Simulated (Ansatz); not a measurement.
C$_{3}$H$_{9}$NOSi, SMILES `CC(C)O[Si]N`, relaxed with RKS PBE0-D4/def2-TZVP in the Gaussian-basis code of Ansatz from a PBE-D4/def2-SVP geometry. The force threshold is 0.005 eV/Å; the program also tests the step.

The species carries charge 0 and has multiplicity 1.

Start:

```xyz
15

C     0.942    1.495    0.543
C     0.729    0.192   -0.224
C     1.580   -0.958    0.310
O    -0.649   -0.175   -0.130
Si   -1.686   -0.230   -1.482
N    -3.110   -0.700   -0.614
H     0.320    2.305    0.113
H     0.650    1.366    1.606
H     2.004    1.813    0.507
H     0.998    0.364   -1.298
H     1.318   -1.170    1.367
H     2.661   -0.714    0.258
H     1.400   -1.879   -0.279
H    -3.148   -0.855    0.399
H    -4.010   -0.854   -1.074
```

Q: By how much does the energy fall, and how many steps does the optimiser take? (An estimate is asked.)

A: Computed: 8.79 kJ/mol, in 7 steps.

Q: Which bonds change most? (Best estimate.)

A: Computed: O4–Si5 from 1.705 to 1.659 Å; Si5–N6 from 1.732 to 1.705 Å; C2–H10 from 1.120 to 1.101 Å; C1–H8 from 1.109 to 1.093 Å.

Q: Give the relaxed structure. (An estimate is asked.)

A: Computed: 
```xyz
15

C     0.946    1.486    0.545
C     0.714    0.200   -0.221
C     1.553   -0.946    0.302
O    -0.658   -0.153   -0.119
Si   -1.652   -0.269   -1.441
N    -3.077   -0.707   -0.612
H     0.335    2.293    0.137
H     0.679    1.350    1.596
H     1.996    1.785    0.489
H     0.965    0.369   -1.281
H     1.303   -1.149    1.346
H     2.617   -0.706    0.240
H     1.370   -1.854   -0.277
H    -3.145   -0.823    0.389
H    -3.945   -0.876   -1.092
```
